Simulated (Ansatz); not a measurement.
Ansatz (a program for electronic structure) input (B3LYP-D3(BJ)/def2-TZVP):

Ansatz 0.2 input:
```yaml
crystal:
  periodic: [false, false, false]
  atoms:
    - {symbol: C, position_ang: [1.93424009, -1.25633118, 0.56422611]}
    - {symbol: C, position_ang: [1.35400879, -0.00938161, -0.00690467]}
    - {symbol: C, position_ang: [1.79728158, 1.29899351, 0.55194508]}
    - {symbol: C, position_ang: [0.14523794, -0.04909097, -0.88051020]}
    - {symbol: C, position_ang: [-1.18511202, 0.33254076, -0.18503107]}
    - {symbol: C, position_ang: [-1.49374183, -0.59563889, 0.98801565]}
    - {symbol: C, position_ang: [-2.32954928, 0.34084526, -1.19682156]}
    - {symbol: H, position_ang: [3.02518370, -1.19399454, 0.63842172]}
    - {symbol: H, position_ang: [1.68242249, -2.13299089, -0.03518917]}
    - {symbol: H, position_ang: [1.57327505, -1.45468824, 1.58647328]}
    - {symbol: H, position_ang: [1.54794594, 2.12965949, -0.11293305]}
    - {symbol: H, position_ang: [2.87647779, 1.31543050, 0.73051600]}
    - {symbol: H, position_ang: [1.32292870, 1.51814828, 1.52220912]}
    - {symbol: H, position_ang: [0.02847484, -1.04841423, -1.31302582]}
    - {symbol: H, position_ang: [0.27971456, 0.64381219, -1.72193563]}
    - {symbol: H, position_ang: [-1.07128620, 1.34919703, 0.20707016]}
    - {symbol: H, position_ang: [-2.43821888, -0.32464541, 1.46454769]}
    - {symbol: H, position_ang: [-0.71243928, -0.55629457, 1.74796736]}
    - {symbol: H, position_ang: [-1.57679130, -1.63229987, 0.64920179]}
    - {symbol: H, position_ang: [-3.26754489, 0.65065837, -0.73113219]}
    - {symbol: H, position_ang: [-2.12328911, 1.02236429, -2.02483197]}
    - {symbol: H, position_ang: [-2.48104482, -0.65756384, -1.61687512]}
basis:
  gaussian:
    orbitals: def2-TZVP
hamiltonian:
  xc: b3lyp
  dispersion: d3bj
magnetization: {spin_polarized: true, initial_magnetization: 1}
phonons: {temperatures: {t_min: 298.15, t_max: 298.15, t_step: 100}}
```

Output:

```
Functional definition: B3LYP
integrals: 0.32 GiB planned
1920 factors; their error is unknown
0.43 GiB of the device are held for the grids
2.13 GiB of device memory are held for the factors and their scratch space
mean field: 2.74 GiB planned
mean field evaluation 1: about -7485.2023 eV, gradient 6.6e1 eV
mean field evaluation 2: about -7468.1339 eV, gradient 8.5e1 eV
mean field evaluation 4: about -7506.0081 eV, gradient 5.0e0 eV
mean field evaluation 8: about -7506.1194 eV, gradient 8.2e-2 eV
mean field evaluation 16: about -7506.0698 eV, gradient 5.6e-4 eV
mean field -7506.06975354 eV, -275.8429756457 hartree, gradient 2.1e-5 eV, S^2 0.754335; 0 other end points of the search recorded, 0 dependent functions left out
the calculation of the forces begins
reference -7506.07011151 eV, -275.8429888010 hartree; 29, 28 occupied and 278, 279 virtual orbitals, 1920 factors
these checks for a lower state are left out or cut short: stability, starts, cluster_reference, orbital_swaps, neighbouring_geometries, increment
integrals: 0.32 GiB planned
1920 factors; their error is unknown
0.43 GiB of the device are held for the grids
2.13 GiB of device memory are held for the factors and their scratch space
mean field: 2.74 GiB planned
mean field -7506.06967648 eV, -275.8429728139 hartree, gradient 2.0e-6 eV, S^2 0.754338; 0 other end points of the search recorded, 0 dependent functions left out
the calculation of the forces begins
reference -7506.07003439 eV, -275.8429859669 hartree; 29, 28 occupied and 278, 279 virtual orbitals, 1920 factors
these checks for a lower state are left out or cut short: stability, starts, cluster_reference, orbital_swaps, neighbouring_geometries, increment
integrals: 0.32 GiB planned
1920 factors; their error is unknown
0.43 GiB of the device are held for the grids
2.13 GiB of device memory are held for the factors and their scratch space
mean field: 2.74 GiB planned
mean field evaluation 32: about -7506.0695 eV, gradient 7.8e-3 eV
mean field -7506.06951515 eV, -275.8429668851 hartree, gradient 2.0e-6 eV, S^2 0.754331; 0 other end points of the search recorded, 0 dependent functions left out
the calculation of the forces begins
reference -7506.06987319 eV, -275.8429800427 hartree; 29, 28 occupied and 278, 279 virtual orbitals, 1920 factors
these checks for a lower state are left out or cut short: stability, starts, cluster_reference, orbital_swaps, neighbouring_geometries, increment
integrals: 0.32 GiB planned
1920 factors; their error is unknown
0.43 GiB of the device are held for the grids
2.13 GiB of device memory are held for the factors and their scratch space
mean field: 2.74 GiB planned
mean field -7506.06953840 eV, -275.8429677396 hartree, gradient 2.0e-6 eV, S^2 0.754332; 0 other end points of the search recorded, 0 dependent functions left out
the calculation of the forces begins
reference -7506.06989643 eV, -275.8429808969 hartree; 29, 28 occupied and 278, 279 virtual orbitals, 1920 factors
these checks for a lower state are left out or cut short: stability, starts, cluster_reference, orbital_swaps, neighbouring_geometries, increment
integrals: 0.32 GiB planned
1920 factors; their error is unknown
0.43 GiB of the device are held for the grids
2.13 GiB of device memory are held for the factors and their scratch space
mean field: 2.74 GiB planned
mean field -7506.06965826 eV, -275.8429721445 hartree, gradient 2.0e-6 eV, S^2 0.754337; 0 other end points of the search recorded, 0 dependent functions left out
[...]
2.13 GiB of device memory are held for the factors and their scratch space
mean field: 2.74 GiB planned
mean field -7506.06972199 eV, -275.8429744862 hartree, gradient 2.0e-6 eV, S^2 0.754335; 0 other end points of the search recorded, 0 dependent functions left out
the calculation of the forces begins
reference -7506.07008000 eV, -275.8429876429 hartree; 29, 28 occupied and 278, 279 virtual orbitals, 1920 factors
these checks for a lower state are left out or cut short: stability, starts, cluster_reference, orbital_swaps, neighbouring_geometries, increment
integrals: 0.32 GiB planned
1920 factors; their error is unknown
0.43 GiB of the device are held for the grids
2.13 GiB of device memory are held for the factors and their scratch space
mean field: 2.74 GiB planned
mean field -7506.06968827 eV, -275.8429732470 hartree, gradient 2.0e-6 eV, S^2 0.754335; 0 other end points of the search recorded, 0 dependent functions left out
the calculation of the forces begins
reference -7506.07004621 eV, -275.8429864011 hartree; 29, 28 occupied and 278, 279 virtual orbitals, 1920 factors
these checks for a lower state are left out or cut short: stability, starts, cluster_reference, orbital_swaps, neighbouring_geometries, increment
integrals: 0.32 GiB planned
1920 factors; their error is unknown
0.43 GiB of the device are held for the grids
2.13 GiB of device memory are held for the factors and their scratch space
mean field: 2.74 GiB planned
mean field -7506.06966025 eV, -275.8429722174 hartree, gradient 2.0e-6 eV, S^2 0.754335; 0 other end points of the search recorded, 0 dependent functions left out
the calculation of the forces begins
reference -7506.07001819 eV, -275.8429853715 hartree; 29, 28 occupied and 278, 279 virtual orbitals, 1920 factors
these checks for a lower state are left out or cut short: stability, starts, cluster_reference, orbital_swaps, neighbouring_geometries, increment
integrals: 0.32 GiB planned
1920 factors; their error is unknown
0.43 GiB of the device are held for the grids
2.13 GiB of device memory are held for the factors and their scratch space
mean field: 2.74 GiB planned
mean field evaluation 896: about -7506.1161 eV, gradient 5.3e-1 eV
mean field -7506.06971887 eV, -275.8429743716 hartree, gradient 2.0e-6 eV, S^2 0.754335; 0 other end points of the search recorded, 0 dependent functions left out
the calculation of the forces begins
reference -7506.07007687 eV, -275.8429875281 hartree; 29, 28 occupied and 278, 279 virtual orbitals, 1920 factors
these checks for a lower state are left out or cut short: stability, starts, cluster_reference, orbital_swaps, neighbouring_geometries, increment
integrals: 0.32 GiB planned
1920 factors; their error is unknown
0.43 GiB of the device are held for the grids
2.13 GiB of device memory are held for the factors and their scratch space
mean field: 2.74 GiB planned
mean field -7506.06970301 eV, -275.8429737887 hartree, gradient 2.0e-6 eV, S^2 0.754335; 0 other end points of the search recorded, 0 dependent functions left out
the calculation of the forces begins
reference -7506.07006097 eV, -275.8429869434 hartree; 29, 28 occupied and 278, 279 virtual orbitals, 1920 factors
these checks for a lower state are left out or cut short: stability, starts, cluster_reference, orbital_swaps, neighbouring_geometries, increment
integrals: 0.32 GiB planned
1920 factors; their error is unknown
0.43 GiB of the device are held for the grids
2.13 GiB of device memory are held for the factors and their scratch space
mean field: 2.74 GiB planned
mean field -7506.06977122 eV, -275.8429762956 hartree, gradient 2.0e-6 eV, S^2 0.754335; 0 other end points of the search recorded, 0 dependent functions left out
the calculation of the forces begins
reference -7506.07012922 eV, -275.8429894516 hartree; 29, 28 occupied and 278, 279 virtual orbitals, 1920 factors
these checks for a lower state are left out or cut short: stability, starts, cluster_reference, orbital_swaps, neighbouring_geometries, increment
integrals: 0.32 GiB planned
1920 factors; their error is unknown
0.43 GiB of the device are held for the grids
2.13 GiB of device memory are held for the factors and their scratch space
mean field: 2.74 GiB planned
mean field -7506.06965805 eV, -275.8429721365 hartree, gradient 2.0e-6 eV, S^2 0.754335; 0 other end points of the search recorded, 0 dependent functions left out
the calculation of the forces begins
reference -7506.07001599 eV, -275.8429852907 hartree; 29, 28 occupied and 278, 279 virtual orbitals, 1920 factors
these checks for a lower state are left out or cut short: stability, starts, cluster_reference, orbital_swaps, neighbouring_geometries, increment
integrals: 0.32 GiB planned
1920 factors; their error is unknown
0.43 GiB of the device are held for the grids
2.13 GiB of device memory are held for the factors and their scratch space
mean field: 2.74 GiB planned
mean field evaluation 928: about -7506.0697 eV, gradient 7.8e-3 eV
mean field -7506.06967601 eV, -275.8429727968 hartree, gradient 2.0e-6 eV, S^2 0.754335; 0 other end points of the search recorded, 0 dependent functions left out
the calculation of the forces begins
reference -7506.07003402 eV, -275.8429859533 hartree; 29, 28 occupied and 278, 279 virtual orbitals, 1920 factors
these checks for a lower state are left out or cut short: stability, starts, cluster_reference, orbital_swaps, neighbouring_geometries, increment
integrals: 0.32 GiB planned
1920 factors; their error is unknown
0.43 GiB of the device are held for the grids
2.13 GiB of device memory are held for the factors and their scratch space
mean field: 2.74 GiB planned
mean field -7506.06969621 eV, -275.8429735389 hartree, gradient 2.0e-6 eV, S^2 0.754335; 0 other end points of the search recorded, 0 dependent functions left out
the calculation of the forces begins
reference -7506.07005416 eV, -275.8429866934 hartree; 29, 28 occupied and 278, 279 virtual orbitals, 1920 factors
these checks for a lower state are left out or cut short: stability, starts, cluster_reference, orbital_swaps, neighbouring_geometries, increment
integrals: 0.32 GiB planned
1920 factors; their error is unknown
0.43 GiB of the device are held for the grids
2.13 GiB of device memory are held for the factors and their scratch space
mean field: 2.74 GiB planned
mean field -7506.06975693 eV, -275.8429757704 hartree, gradient 2.0e-6 eV, S^2 0.754335; 0 other end points of the search recorded, 0 dependent functions left out
the calculation of the forces begins
reference -7506.07011493 eV, -275.8429889267 hartree; 29, 28 occupied and 278, 279 virtual orbitals, 1920 factors
Total energy: -7506.92732718 eV, -275.8744908957 hartree
Atom 0 at     1.934240    -1.256331     0.564226 Å, force     0.000810     0.001157     0.000024 eV/Å
Atom 1 at     1.354009    -0.009382    -0.006905 Å, force    -0.000707    -0.000580     0.000058 eV/Å
Atom 2 at     1.797282     1.298994     0.551945 Å, force    -0.000323     0.000330    -0.000285 eV/Å
Atom 3 at     0.145238    -0.049091    -0.880510 Å, force     0.000020     0.000625     0.000458 eV/Å
Atom 4 at    -1.185112     0.332541    -0.185031 Å, force     0.000915    -0.000624    -0.001062 eV/Å
Atom 5 at    -1.493742    -0.595639     0.988016 Å, force    -0.000174     0.000377     0.000021 eV/Å
Atom 6 at    -2.329549     0.340845    -1.196822 Å, force    -0.000540     0.000270     0.000604 eV/Å
Atom 7 at     3.025184    -1.193995     0.638422 Å, force     0.000141    -0.000046     0.000024 eV/Å
Atom 8 at     1.682422    -2.132991    -0.035189 Å, force    -0.000101    -0.000787    -0.000546 eV/Å
Atom 9 at     1.573275    -1.454688     1.586473 Å, force    -0.000364    -0.000098     0.000684 eV/Å
Atom 10 at     1.547946     2.129659    -0.112933 Å, force     0.000094    -0.000244     0.000071 eV/Å
Atom 11 at     2.876478     1.315430     0.730516 Å, force     0.000329     0.000091    -0.000060 eV/Å
Atom 12 at     1.322929     1.518148     1.522209 Å, force     0.000176    -0.000258     0.000283 eV/Å
Atom 13 at     0.028475    -1.048414    -1.313026 Å, force     0.000090    -0.000052    -0.000135 eV/Å
Atom 14 at     0.279715     0.643812    -1.721936 Å, force     0.000012     0.000012    -0.000272 eV/Å
Atom 15 at    -1.071286     1.349197     0.207070 Å, force    -0.000323     0.000155     0.000103 eV/Å
Atom 16 at    -2.438219    -0.324645     1.464548 Å, force    -0.000079     0.000004     0.000135 eV/Å
Atom 17 at    -0.712439    -0.556295     1.747967 Å, force     0.000137     0.000047     0.000166 eV/Å
Atom 18 at    -1.576791    -1.632300     0.649202 Å, force    -0.000204    -0.000359    -0.000019 eV/Å
Atom 19 at    -3.267545     0.650658    -0.731132 Å, force    -0.000176     0.000055     0.000003 eV/Å
Atom 20 at    -2.123289     1.022364    -2.024832 Å, force     0.000180     0.000183    -0.000175 eV/Å
Atom 21 at    -2.481045    -0.657564    -1.616875 Å, force     0.000086    -0.000258    -0.000082 eV/Å
Dipole moment:    -0.020058     0.023566     0.029418 e Å
Vibrations: 50.26 86.15 109.78 126.89 154.97 229.27 254.47 290.55 314.67 384.17 393.22 422.95 487.38 768.67 812.80 884.92 932.84 937.62 948.31 969.02 985.75 1014.84 1040.96 1090.60 1129.13 1185.75 1231.82 1288.89 1309.42 1331.64 1365.82 1372.20 1399.45 1401.57 1415.52 1420.59 1467.34 1473.27 1475.95 1480.47 1488.98 1494.58 1495.57 1503.90 1510.08 2930.99 2936.35 2972.90 3003.69 3016.80 3019.38 3024.52 3026.65 3033.89 3073.83 3076.36 3082.36 3084.24 3087.67 3099.05 cm⁻¹, zero-point energy 5.480206 eV
```

It need not be the lowest isomer of its formula.
